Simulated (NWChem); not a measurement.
Everything below was run with NWChem. System: H4Si2, charge 1, spin multiplicity 2, at the geometry of a parent with another charge or spin, in a state set for the comparison that need not be this species' ground state. Its SCF solution wasn't tested for a lower state. Level: ROCCSD(T)/6-311G** (spherical d), 10 core orbitals frozen.

Input file:

```
start mol
memory heap 100 mb stack 700 mb global 1900 mb
charge 1
geometry units angstroms nocenter noautoz noautosym
  Si    -1.036902    -0.262550     0.061898
  Si     1.266944     0.341060    -0.189753
  H     -1.323491    -1.556230     0.785209
  H     -1.864885    -0.222484    -1.196435
  H     -1.527980     0.866694     0.953013
  H      1.495769    -0.187123     1.248182
end
basis spherical
  * library 6-311g**
end
scf
  rohf
  nopen 1
  maxiter 100
  thresh 1e-7
  semidirect memsize 60000000 filesize 0
  # guess.movecs holds the orbitals of an unrestricted PBE0 run
  vectors input guess.movecs output mol.movecs
end
tce
  freeze core 10
  ccsd(t)
  2eorb
  2emet 13
  thresh 1e-6
  maxiter 100
  tilesize 24
end
task tce energy
```

NWChem printed:

```
             Northwest Computational Chemistry Package (NWChem) 7.3.0
             --------------------------------------------------------

                                NWChem Input Module
                                -------------------

 Scaling coordinates for geometry "geometry" by  1.889725989
 (inverse scale =  0.529177249)

                             Geometry "geometry" -> ""
                             -------------------------

 Output coordinates in angstroms (scale by  1.889725989 to convert to a.u.)

  No.       Tag          Charge          X              Y              Z
 ---- ---------------- ---------- -------------- -------------- --------------
    1 Si                  14.0000    -1.03690200    -0.26255000     0.06189800
    2 Si                  14.0000     1.26694400     0.34106000    -0.18975300
    3 H                    1.0000    -1.32349100    -1.55623000     0.78520900
    4 H                    1.0000    -1.86488500    -0.22248400    -1.19643500
    5 H                    1.0000    -1.52798000     0.86669400     0.95301300
    6 H                    1.0000     1.49576900    -0.18712300     1.24818200

 Effective nuclear repulsion energy (a.u.)      73.3922882923

            Nuclear Dipole moment (a.u.)
            ----------------------------
        X                 Y               Z
 ---------------- ---------------- ----------------
     0.0000018897    -0.0000056692    -0.0000018897


 Summary of "ao basis" -> "" (spherical)
 ------------------------------------------------------------------------------
       Tag                 Description            Shells   Functions and Types
 ---------------- ------------------------------  ------  ---------------------
 *                          6-311g**                  on all atoms

 Summary of "ao basis" -> "ao basis" (spherical)
 ------------------------------------------------------------------------------
       Tag                 Description            Shells   Functions and Types
 ---------------- ------------------------------  ------  ---------------------
 Si                         6-311g**                12       26   6s5p1d
 H                          6-311g**                 4        6   3s1p

                                 NWChem SCF Module
                                 -----------------

  ao basis        = "ao basis"
  functions       =    76
  atoms           =     6
  closed shells   =    15
  open shells     =     1
  charge          =   1.00
  wavefunction    = ROHF
  use symmetry    = F
  symmetry adapt  = F

 Summary of "ao basis" -> "ao basis" (spherical)
 ------------------------------------------------------------------------------
       Tag                 Description            Shells   Functions and Types
 ---------------- ------------------------------  ------  ---------------------
 Si                         6-311g**                12       26   6s5p1d
 H                          6-311g**                 4        6   3s1p

 Forming initial guess at       0.0s

 Starting SCF solution at       0.0s

 ----------------------------------------------
         Quadratically convergent ROHF

 Convergence threshold     :          1.000E-07
 Maximum no. of iterations :          100
 Final Fock-matrix accuracy:          1.000E-09
 ----------------------------------------------

              iter       energy          gnorm     gmax       time
             ----- ------------------- --------- --------- --------
                 1     -579.7910630058  1.07D+00  3.51D-01      0.4
                 2     -579.8232419906  1.33D-01  3.21D-02      0.5
                 3     -579.8299672301  3.16D-02  1.37D-02      0.8
                 4     -579.8305636628  1.81D-03  6.97D-04      1.2
                 5     -579.8305684534  2.04D-05  8.17D-06      1.7
                 6     -579.8305684539  5.72D-09  3.77D-09      2.2

       Final ROHF results
       ------------------

         Total SCF energy =   -579.830568453872
      One-electron energy =   -942.476486708866
      Two-electron energy =    289.253629962673
 Nuclear repulsion energy =     73.392288292320

        Time for solution =      2.2s

             Final eigenvalues
             -----------------

              1
    1  -69.1057
    2  -68.9985
    3   -6.4462
    4   -6.3435
    5   -4.5502
    6   -4.5483
    7   -4.5479
    8   -4.4506
    9   -4.4495
   10   -4.4492
   11   -0.9552
   12   -0.8439
   13   -0.6763
   14   -0.6654
   15   -0.6342
   16   -0.4410
   17   -0.2315
   18   -0.0899
   19   -0.0565
   20   -0.0308
   21   -0.0222
   22    0.0071
   23    0.0566
   24    0.0619
   25    0.0700
   26    0.1127

                       ROHF Final Molecular Orbital Analysis
                       -------------------------------------

 Vector   14  Occ=2.000000D+00  E=-6.653516D-01
              MO Center= -1.3D+00,  2.1D-01,  1.5D-01, r^2= 2.2D+00
   Bfn.  Coefficient  Atom+Function         Bfn.  Coefficient  Atom+Function
  ----- ------------  ---------------      ----- ------------  ---------------
    66      0.277198  5 H  s                 18      0.261714  1 Si pz
    60     -0.197535  4 H  s                 17      0.192642  1 Si py
    67      0.177575  5 H  s

 Vector   15  Occ=2.000000D+00  E=-6.342461D-01
              MO Center=  9.2D-02, -3.2D-02, -5.7D-02, r^2= 3.7D+00
   Bfn.  Coefficient  Atom+Function         Bfn.  Coefficient  Atom+Function
  ----- ------------  ---------------      ----- ------------  ---------------
    44     -0.242263  2 Si pz                42     -0.236711  2 Si px
    16      0.228009  1 Si px                72     -0.221610  6 H  s
    32      0.199052  2 Si s                 60     -0.189932  4 H  s
    73     -0.171702  6 H  s                 31      0.151912  2 Si s

 Vector   16  Occ=1.000000D+00  E=-4.409813D-01
              MO Center=  1.3D+00,  4.5D-01, -3.4D-01, r^2= 2.4D+00
   Bfn.  Coefficient  Atom+Function         Bfn.  Coefficient  Atom+Function
  ----- ------------  ---------------      ----- ------------  ---------------
    42      0.398590  2 Si px                31      0.346529  2 Si s
    44     -0.261478  2 Si pz                32      0.255488  2 Si s
    43      0.234535  2 Si py                16     -0.169766  1 Si px
    30     -0.165999  2 Si s

 Vector   17  Occ=0.000000D+00  E=-2.314947D-01
              MO Center=  1.2D+00,  3.0D-01, -1.8D-01, r^2= 3.2D+00
   Bfn.  Coefficient  Atom+Function         Bfn.  Coefficient  Atom+Function
  ----- ------------  ---------------      ----- ------------  ---------------
    43      0.431348  2 Si py                46      0.425625  2 Si py
    44      0.177738  2 Si pz                47      0.174471  2 Si pz
    67     -0.152537  5 H  s

 Vector   18  Occ=0.000000D+00  E=-8.989848D-02
              MO Center=  8.3D-01,  2.5D-01, -1.4D-01, r^2= 6.2D+00
   Bfn.  Coefficient  Atom+Function         Bfn.  Coefficient  Atom+Function
  ----- ------------  ---------------      ----- ------------  ---------------
     6      1.079642  1 Si s                 73     -0.908898  6 H  s
    45      0.893934  2 Si px                47      0.710755  2 Si pz
    19      0.442902  1 Si px                55     -0.377058  3 H  s
    16      0.270334  1 Si px                42      0.197828  2 Si px
    44      0.188316  2 Si pz                21     -0.175840  1 Si pz

 Vector   19  Occ=0.000000D+00  E=-5.648761D-02
              MO Center=  3.4D-01,  1.7D-01, -2.8D-01, r^2= 8.0D+00
   Bfn.  Coefficient  Atom+Function         Bfn.  Coefficient  Atom+Function
  ----- ------------  ---------------      ----- ------------  ---------------
    32      1.573237  2 Si s                 73     -1.217779  6 H  s
    19     -1.100562  1 Si px                47      0.896004  2 Si pz
    45     -0.574153  2 Si px                46     -0.520996  2 Si py
     6     -0.426049  1 Si s                 67     -0.321808  5 H  s
    55     -0.270454  3 H  s                 31      0.238534  2 Si s

 center of mass
 --------------
 x =   0.10049783 y =   0.03429835 z =  -0.05585569

 moments of inertia (a.u.)
 ------------------
          50.201153482105         -73.294783013400          24.325435864165
         -73.294783013400         322.492440742773           9.282209752661
          24.325435864165           9.282209752661         332.614451502271

  Mulliken analysis of the total density
  --------------------------------------

    Atom       Charge   Shell Charges
 -----------   ------   -------------------------------------------------------
    1 Si  14    13.45   0.79  1.18  0.96  1.03  0.77  0.56  1.95  3.95  0.55  1.51  0.07  0.13
    2 Si  14    13.33   0.79  1.18  0.97  1.01  0.99  0.66  1.95  3.95  0.44  1.19  0.14  0.06
    3 H    1     1.04   0.22  0.59  0.22  0.01
    4 H    1     1.07   0.23  0.60  0.23  0.01
    5 H    1     1.07   0.22  0.59  0.24  0.01
    6 H    1     1.04   0.22  0.59  0.22  0.01

 Mulliken analysis of the open-shell density
 -------------------------------------------

    Atom       Charge   Shell Charges
 -----------   ------   -------------------------------------------------------
    1 Si  14     0.11   0.00 -0.00  0.00 -0.00  0.01  0.00  0.00 -0.00  0.02  0.07 -0.00  0.01
    2 Si  14     0.85   0.00 -0.00  0.01 -0.01  0.11  0.08  0.01 -0.01  0.12  0.46  0.08  0.00
    3 H    1     0.01   0.00  0.01  0.00  0.00
    4 H    1     0.00   0.00  0.00  0.00  0.00
    5 H    1     0.01   0.00  0.00  0.00  0.00
    6 H    1     0.02   0.01  0.01  0.00  0.00

       Multipole analysis of the density wrt the origin
       ------------------------------------------------

     L   x y z        total         open         nuclear
     -   - - -        -----         ----         -------
     0   0 0 0      1.000000     -1.000000     32.000000

     1   1 0 0      1.388397     -2.519049      0.000002
     1   0 1 0      0.279149     -0.843369     -0.000006
     1   0 0 1     -0.266210      0.638512     -0.000002

     2   2 0 0    -12.131136    -10.745483    169.003662
     2   1 1 0      1.694462     -3.290547     38.321717
     2   1 0 1     -1.637566      2.710785     -9.504161
     2   0 2 0    -16.787951     -2.741846     20.894606
     2   0 1 1      0.270314      1.072694     -5.345632
     2   0 0 2    -18.925714     -2.442986     18.112181

                   NWChem Extensible Many-Electron Theory Module
                   ---------------------------------------------


            General Information
            -------------------
      Number of processors :     1
         Wavefunction type : Restricted open-shell Hartree-Fock
          No. of electrons :    31
           Alpha electrons :    16
            Beta electrons :    15
           No. of orbitals :   152
            Alpha orbitals :    76
             Beta orbitals :    76
        Alpha frozen cores :    10
         Beta frozen cores :    10
     Alpha frozen virtuals :     0
      Beta frozen virtuals :     0
         Spin multiplicity : doublet
    Number of AO functions :    76
       Number of AO shells :    40
        Use of symmetry is : off
      Symmetry adaption is : off
         Schwarz screening : 0.10D-09

          Correlation Information
          -----------------------
          Calculation type : Coupled-cluster singles & doubles w/ perturbation
   Perturbative correction : (T)
            Max iterations :      100
        Residual threshold : 0.10D-05
     T(0) DIIS level shift : 0.00D+00
     L(0) DIIS level shift : 0.00D+00
     T(1) DIIS level shift : 0.00D+00
     L(1) DIIS level shift : 0.00D+00
     T(R) DIIS level shift : 0.00D+00
     T(I) DIIS level shift : 0.00D+00
   CC-T/L Amplitude update :  5-th order DIIS
                I/O scheme : Global Array Library
        L-threshold :  0.10D-05
        EOM-threshold :  0.10D-05
 no EOMCCSD initial starts read in
 TCE RESTART OPTIONS
 SLICE:      F
 D4D5:       F
 quantumc:   F
 qrotation:  F
 pwtce:      F
 qducc:      F
 nacto:                         0
 nrotv:                         0
 nrot:                          0

            Memory Information
            ------------------
          Available GA space size is     249025248 doubles
          Available MA space size is     104853940 doubles

 Maximum block size supplied by input
 Maximum block size        24 doubles

 tile_dim =     20

 -------------------------------------------------

 Global array virtual files algorithm will be used

 Parallel file system coherency ......... OK

 4-electron integrals stored in orbital form

 v2    file size   =          4390766
 4-index algorithm nr.  13 is used
 imaxsize =       30
 imaxsize ichop =        0


CCSD iterations
 ---------------------------------------------------------
 Iter          Residuum       Correlation     Cpu    Wall
 ---------------------------------------------------------
    1   0.1294236420039  -0.1690851686129     0.4     0.4
    2   0.0405297079753  -0.1981600256786     0.6     0.6
    3   0.0169029716420  -0.2050869970581     0.5     0.5
    4   0.0081972805817  -0.2075148195400     0.5     0.5
    5   0.0051332636249  -0.2084265076084     0.4     0.4
    6   0.0027247368349  -0.2092161340348     0.4     0.4
    7   0.0022676278595  -0.2092599190228     0.5     0.5
    8   0.0014094920724  -0.2093061570612     0.5     0.5
    9   0.0013483718916  -0.2093310360836     0.7     0.7
   10   0.0009039204123  -0.2093547428723     0.6     0.6
   11   0.0002791186375  -0.2094231732572     0.7     0.7
   12   0.0001968336871  -0.2094311312657     0.8     0.8
   13   0.0001150397736  -0.2094327948778     0.6     0.6
   14   0.0001268362128  -0.2094346900159     0.8     0.8
   15   0.0000790911576  -0.2094340161482     0.8     0.8
   16   0.0000232941454  -0.2094349453364     0.5     0.5
   17   0.0000201701317  -0.2094346215841     0.6     0.6
   18   0.0000110777400  -0.2094350751285     0.6     0.6
   19   0.0000114714786  -0.2094352132358     0.7     0.7
   20   0.0000068547078  -0.2094354524883     0.5     0.5
   21   0.0000028829442  -0.2094359647249     0.6     0.6
   22   0.0000019831572  -0.2094360172608     0.7     0.7
   23   0.0000012642939  -0.2094360383059     0.7     0.7
   24   0.0000012611550  -0.2094360583450     0.7     0.7
   25   0.0000008548550  -0.2094360574756     0.7     0.7
 -----------------------------------------------------------------
 Iterations converged
 CCSD correlation energy / hartree =        -0.209436057475597
 CCSD total energy / hartree       =      -580.040004511347888

 Singles contributions

 Doubles contributions
 CCSD(T)
 Using plain CCSD(T) code
             total no. of tasks          192
 total no. of tasks / no. procs          192
                         wl_min          125           2.2
                         wl_max      1000000          10.0
        thresh for no. of tasks          192

 CCSD[T]  correction energy / hartree =        -0.006011247716892
 CCSD[T] correlation energy / hartree =        -0.215447305192489
 CCSD[T] total energy / hartree       =      -580.046015759064744
 CCSD(T)  correction energy / hartree =        -0.005890011901686
 CCSD(T) correlation energy / hartree =        -0.215326069377283
 CCSD(T) total energy / hartree       =      -580.045894523249558

 Task  times  cpu:       36.8s     wall:       36.8s

 Total times  cpu:       36.9s     wall:       36.9s
```
